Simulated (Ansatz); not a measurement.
# What each rung costs, and what it gives

Saddle point of InH$_{2}$BrCl$_{2}$, singlet (InBrCl₂ ([Cl][In]([Cl])[Br]) + H₂ → InHCl₂ ([Cl][InH][Cl]) + HBr (still joined by a long In–Br bond); bonds formed: In1–H6, Br2–H5; bonds broken: H5–H6; bonds weakened to dative contacts: In1–Br2), PBE0-D4/def2-TZVP structure:

In1  (-0.327, -0.009, -0.557)
Br2  (0.622, -0.937, 1.884)
Cl3  (0.636, -1.204, -2.268)
Cl4  (-2.583, 0.402, -0.405)
H5  (0.885, 0.500, 1.098)
H6  (0.766, 1.248, 0.248)
(Å)

Barriers are electronic and count from the start structure reached by relaxing down the imaginary mode.

Ansatz 0.2.0; basis: as named in each row; cores frozen in the correlated methods. Filled d shells of the heavier atoms are correlated. Core potentials replace the inner electrons of the atoms past krypton. The def2 sets are not built for correlating such inner shells, so the correlated values are less sure here. B3LYP uses VWN-RPA correlation. Extrapolation: Hartree–Fock as exp(−7.88 √X), correlation as X^−2.97.

Times are rough, for one single point on 8 threads of a shared host (AMD EPYC 7R43).

The estimate by CCSD(T) at an estimated basis limit (MP2 extrapolated from triple and quadruple zeta, plus CCSD(T) − MP2 in triple zeta) is 1.580 eV.

```tsv
method	basis	time (s)	barrier (eV)	method less estimate
SPW92	def2-SVP	under 1	0.876	-0.704
PBE-D4	def2-SVP	under 1	1.175	-0.405
SPW92	def2-TZVPP	under 1	0.956	-0.624
PBE0-D4	def2-SVP	1	1.325	-0.256
BLYP-D4	def2-TZVPP	2	1.421	-0.160
PBE-D4	def2-TZVPP	2	1.267	-0.313
B3LYP-D4	def2-TZVPP	2	1.509	-0.071
BHLYP-D4	def2-TZVPP	2	1.673	0.093
PBE0-D4	def2-TZVPP	3	1.402	-0.178
CAM-B3LYP-D4	def2-TZVPP	3	1.543	-0.037
r2SCAN-D4	def2-TZVPP	3	1.370	-0.210
CCSD(T)	def2-SVP	3	1.597	0.017
wB97M-V	def2-SVP	4	1.454	-0.126
RPA on PBE	def2-TZVPP	4	1.544	-0.036
r2SCAN0-D4	def2-TZVPP	4	1.472	-0.108
PBE-QIDH	def2-TZVPP	4	1.533	-0.047
B2PLYP	def2-TZVPP	4	1.568	-0.012
B97M-V	def2-TZVPP	5	1.372	-0.208
wB97X-V	def2-TZVPP	5	1.599	0.019
wB97M-V	def2-TZVPP	6	1.578	-0.002
MP2	def2-QZVPP	11	1.603	0.023
CCSD(T)	def2-TZVPP	29	1.575	-0.005
```

All methods are single points on the PBE0-D4 structures.

No T1 diagnostic of these runs exceeds 0.012.

Labels in which every atom is bracketed show which atoms are joined, not bond orders.
